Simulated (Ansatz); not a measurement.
Two isomers of C4H2F4: A = `F/C=C(/F)C=C(F)F`, B = `F/C=C(F)/C(F)=C/F`.

Gas-phase electronic energies from Ansatz, PBE0-D4/def2-TZVP geometries. CBS: MP2 limit from def2 TZ/QZ plus the TZ coupled-cluster correction, frozen cores. Double bonds are as drawn, so ΔE can hold a change between cis and trans. DFT in def2-TZVPP. One conformer a species, not always the lowest.

A:

```xyz
10

F     0.7589    1.1417   -2.1112
C     1.0662   -0.0276   -1.5441
C     0.5015   -0.3927   -0.3956
F     0.8592   -1.5786    0.1123
C    -0.4596    0.3819    0.3423
C    -1.0318    0.0351    1.4876
F    -1.9036    0.7923    2.1090
F    -0.8329   -1.0666    2.1580
H     1.7875   -0.6234   -2.0856
H    -0.7453    1.3379   -0.0727
```

B:

```xyz
10

F     2.588   -0.031   -1.477
C     1.279   -0.158   -1.309
C     0.709    0.060   -0.127
F     1.439    0.416    0.930
C    -0.709   -0.060    0.127
F    -1.439   -0.416   -0.930
C    -1.279    0.158    1.309
F    -2.588    0.030    1.477
H     0.723   -0.448   -2.189
H    -0.723    0.448    2.189
```

Q: Which isomer does CCSD(T)/CBS put lower? Give the gap. (Estimate.)

A: Computed: A, by 30.6 kJ/mol.

Q: Give E(B) − E(A) in kJ/mol with CCSD(T)/def2-SVP, PBE0-D4, B2PLYP, ωB97M-V, BLYP-D4, CCSD(T)/def2-TZVPP, LDA (SPW92). (Estimate.)

A: The calculation gave: CCSD(T)/def2-SVP 42.6, PBE0-D4 36.2, B2PLYP 34.0, ωB97M-V 35.3, BLYP-D4 31.5, CCSD(T)/def2-TZVPP 33.3, LDA (SPW92) 40.4. None reverses the order clearly.

Q: Does the order hold for the free energy at 298.15 K (harmonic terms from PBE0-D4)? (Estimate.)

A: Ansatz gave: Yes: G(B) − G(A) = +32.8 kJ/mol, for one conformer each. Modes under 60 cm⁻¹, often nearly free rotors, make the harmonic entropy too high.

Largest T1 diagnostic: 0.013.

At CCSD(T), def2-SVP lies +12.0 kJ/mol from the extrapolated value and def2-TZVPP +2.7 kJ/mol. Leaving LDA and LC-ωPBE aside and taking each functional with its dispersion term where it has one, the values, not all of them listed here, spread over 6.2 kJ/mol, from BLYP-D4 to r2SCAN0-D4. LDA lies +4.6 kJ/mol from PBE without D4.
